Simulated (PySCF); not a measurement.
**Radial density of Sc²⁺ (scandium, charge +2)**

r2SCAN0, [Ar] 4s1, 2S determinant (an excited configuration). Computed with PySCF 2.14 in def2-QZVPPD, with the non-relativistic Hamiltonian (point nucleus).

| r (bohr) | 4πr²ρ (e/bohr) | 4πr²(ρα − ρβ) |
| --- | --- | --- |
| 0.00128 | 0.1199 | 0.0001 |
| 0.00215 | 0.3270 | 0.0002 |
| 0.00361 | 0.8702 | 0.0006 |
| 0.00607 | 2.220 | 0.0016 |
| 0.0102 | 5.280 | 0.0037 |
| 0.0172 | 11.17 | 0.0076 |
| 0.0289 | 19.42 | 0.0122 |
| 0.0486 | 24.71 | 0.0112 |
| 0.0817 | 20.98 | 0.0004 |
| 0.137 | 19.09 | 0.0074 |
| 0.231 | 26.29 | 0.0379 |
| 0.389 | 15.70 | 0.0011 |
| 0.654 | 6.827 | 0.0796 |
| 1.10 | 7.907 | 0.0229 |
| 1.85 | 1.772 | 0.2006 |
| 3.11 | 0.4295 | 0.4060 |
| 5.24 | 0.03720 | 0.0372 |
| 8.81 | 0.0001709 | 0.0002 |
